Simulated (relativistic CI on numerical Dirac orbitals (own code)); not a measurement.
## How well does a small relativistic CI reproduce F3+?

Method of calculation: Dirac-Coulomb-Breit CI, separate exchange-only KLI orbitals for each configuration, model QED, valence Slater integrals scaled by 0.85, P86 correlation energy added to each configuration (own radial code, finite nucleus).

Configurations in the expansion (outside the closed core 1s2): 2s²2p², 2s2p³, 2p⁴, 2s²2p3s, 2s²2p3p, 2s²2p3d, 2p³3s, 2s²2p4s, 2s2p²3s, 2p³3p, 2s²2p4p, 2s²2p4d, 2s²2p4f, 2p³3d, 2s2p²3p, 2s²3s². Levels of other configurations are missing.

```
Configuration  Term (tabulated)  J  Measured (cm⁻¹)  Computed  Error  Purity (%)
       2s²2p²                3P  0              0.0         0      0          99
       2s²2p²                3P  1            225.2       225      0          99
       2s²2p²                3P  2            613.4       607     -6          99
       2s²2p²                1D  2          25241.0     24046  -1195          99
       2s²2p²                1S  0          53544.0     45661  -7883          95
        2s2p³               3D°  3         147841.8    149917   2076          99
        2s2p³               3D°  2         147888.9    149967   2078          99
        2s2p³               3D°  1         147901.6    149983   2082          99
        2s2p³               3P°  2         175237.0    173468  -1769          99
        2s2p³               3P°  1         175242.0    173474  -1768          99
        2s2p³               1P°  1         257390.0    251542  -5848          99
          2p⁴              3P †  2         348327.0    360246  11919          99
          2p⁴              3P †  1         348770.0    360686  11916          99
          2p⁴              3P †  0         348963.0    360878  11915          99
      2s²2p3s               3P°  1         416639.8    413886  -2754          96
      2s²2p3s               3P°  2         417143.4    414388  -2755          96
      2s²2p3s               1P°  1         423606.4    420631  -2976          96
      2s²2p3p                3D  2         452081.1    451466   -615          96
      2s²2p3p                3D  3         452517.1    451901   -616          96
      2s²2p3p                3P  0         460215.2    459122  -1093          93
      2s²2p3p                3P  1         460385.8    459293  -1093          93
      2s²2p3d               3F°  2         492395.1    490930  -1465          71
      2s²2p3d               3F°  3         492858.8    491304  -1555          96
      2s²2p3d               3F°  4         493206.2    491649  -1557          97
      2s²2p3d               3D°  2         497575.6    495832  -1743          94
      2s²2p3d               3D°  3         497729.1    495994  -1736          96
      2s²2p3d               3P°  2         500390.1    497944  -2446          94
      2s²2p3d               3P°  1         500602.1    498153  -2449          95
      2s2p²3p               3D°  1         550918.0    551423    505          99
      2s2p²3p               3D°  2         551098.0    551609    511          99
      2s2p²3p               3D°  3         551366.0    551877    511          99
      2s2p²3p               3P°  1         556051.0    557071   1020          97
      2s2p²3p               3P°  2         556316.0    557228    912          98
      2s²2p4s               3P°  0         559747.0    566420   6673          96
      2s²2p4s               3P°  1         559881.0    566608   6727          94
      2s²2p4s               1P°  1         561267.0    568970   7703          97
      2s2p²3s                3D  1         567900.0    569511   1611          85
      2s2p²3s                3D  2         568019.0    569538   1519          86
      2s²2p4d               3D°  1         589109.0    596693   7584          93
      2s²2p4d               3D°  2         589188.0    596756   7568          82
      2s²2p4d               3D°  3         589406.0    596997   7591          98
      2s²2p4d               3P°  2         590024.0    597512   7488          83
      2s²2p4d               3P°  1         590201.0    597669   7468          93
```

Measured levels from Moore, Atomic Energy Levels, vol. I, NSRDS-NBS 35 (1971 reprint of NBS Circular 467, 1949); pairs were made by configuration, J and term (by order where the table uses no LS term), so strongly mixed levels may be paired wrongly. The analysis dates from before 1960.

Mean error by configuration (cm⁻¹): 2s²2p² -2271; 2s2p³ -525; 2s²2p3s -2828; 2s²2p3p -854; 2s²2p3d -1850; 2s2p²3p 692; 2s²2p4s 7035; 2s2p²3s 1565; 2s²2p4d 7540. Over the excited levels the mean absolute error is 2947 cm⁻¹ (42 of the 49 excited levels that our extract of the source holds in range could be paired, and the others can miss by more), and the median relative error of those above 1,000 cm⁻¹ is 0.66 %. † marks terms whose computed intervals miss the measured ones by more than a factor of 2.5, or configurations far off the rest, from wrong mixing, a near crossing or a doubtful label or measurement; they are left out of the means.
